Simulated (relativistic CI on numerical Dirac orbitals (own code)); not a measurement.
## One change at a time: Os XLIX

Base calculation: Dirac-Coulomb-Breit CI, KLI orbitals optimised for each configuration, QED by a radiative potential, unscaled Slater integrals.

Configuration list (outside the closed core [Ne]): 3s2.3p6.3d10, 3s2.3p6.3d9.4s, 3s2.3p6.3d9.4p, 3s2.3p6.3d9.4d, 3s2.3p5.3d10.4s, 3s2.3p6.3d9.4f, 3s2.3p5.3d10.4p, 3s2.3p6.3d8.4s2, 3s2.3p5.3d10.4d, 3s2.3p6.3d8.4s.4p, 3s.3p6.3d10.4s, 3s2.3p6.3d9.5s, 3s2.3p5.3d10.4f, 3s2.3p6.3d8.4p2, 3s2.3p6.3d8.4s.4d, 3s2.3p6.3d9.5p. Levels of other configurations are missing.

The lowest level and the first level of each name with at least 55 % of one term (blank where a level has no safe partner in the second run):

```
               Level  Base (eV)  Shift (eV)
   3s2.3p6.3d10 1S_0       0.00        0.00
 3s2.3p6.3d9.4s 3D_3    1678.34       +0.14
 3s2.3p6.3d9.4s 1D_2    1680.30       -0.05
 3s2.3p6.3d9.4s 3D_1    1754.12       +0.12
 3s2.3p6.3d9.4s 3D_2    1755.36       -0.03
3s2.3p6.3d9.4p 3F°_2    1855.50       +0.18
3s2.3p6.3d9.4p 3F°_4    1898.22       +0.25
3s2.3p6.3d9.4p 1P°_1    1901.46       -0.01
3s2.3p6.3d9.4p 3D°_3    1903.62       -0.29
3s2.3p6.3d9.4p 3P°_0    1970.61       +0.62
 3s2.3p6.3d9.4d 1P_1    2075.34       +0.57
 3s2.3p6.3d9.4d 3G_5    2077.03       +0.36
 3s2.3p6.3d9.4d 3D_3    2081.24       -0.02
 3s2.3p6.3d9.4d 3F_4    2083.21       -0.24
```

At this charge energies of transitions that change n are usually good to better than 1 %, and those within a shell (Δn = 0) to a few per cent.

One thing was changed in a second run, which moved the levels as shown. Which?
A. Breit term removed
B. valence Slater integrals scaled by 0.9
C. configuration mixing switched off
D. QED terms removed

B. Valence Slater integrals scaled by 0.9. Scaling acts on the splittings between terms and on the mixing, and leaves the fine structure of pure LS terms nearly alone; in jj coupling it moves the levels of one term differently.

LS names give the leading component of a level, which can be under half, so a name can repeat, a term be missing and a line seem to break the LS rules.
